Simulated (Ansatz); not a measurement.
```yaml
atoms:
  - { symbol: O, position_ang: [0.0000, 0.0000, -0.5529] }
  - { symbol: H, position_ang: [0.0000, 0.0000, 0.5529] }
```

Basis set: cc-pVTZ (spherical functions). Left uncorrelated: 1 orbital. Charge 0, multiplicity 2.

Computed with Ansatz (development build ahead of 0.2.0); the reference of a correlated method needn't be the lowest determinant of its kind.

**Question.** Give the atomization energy at this shape (free ground-state atoms in the same class of orbitals less the molecule, no zero-point energy) of doublet OH by UHF-CCSD(T), UHF-BCCD(T).

**Answer.**

| method | atomization energy |
| --- | --- |
| UHF-CCSD(T) | 4.13 eV |
| UHF-BCCD(T) | 4.13 eV |

Caution: the reference determinant was not shown to be the lowest; the shape is not the minimum.
